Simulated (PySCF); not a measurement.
## Electron correlation in Se⁺ (selenium, charge +1)

[Ar] 3d10 4s1 4p4, high-spin 4P determinant (an excited configuration). Calculation: PySCF 2.14, in aug-cc-pVQZ-PP with ECP10MDF (7s6p5d3f2g, 89 functions); scalar relativity through the core potential. Frozen: 3s2 3p6 3d10; 5 electrons correlated.

MP2 pair energies summed by pair of shells (mhartree):

| pair | energy | share (%) |
| --- | --- | --- |
| 4p-4p | -70.75 | 86.4 |
| 4s-4p | -11.18 | 13.6 |

Total MP2 correlation energy: -81.93 mhartree.

Same-spin part -21.09 and opposite-spin part -60.84 mhartree; SCS-MP2 scales them by 1/3 and 6/5 to -80.04 mhartree.
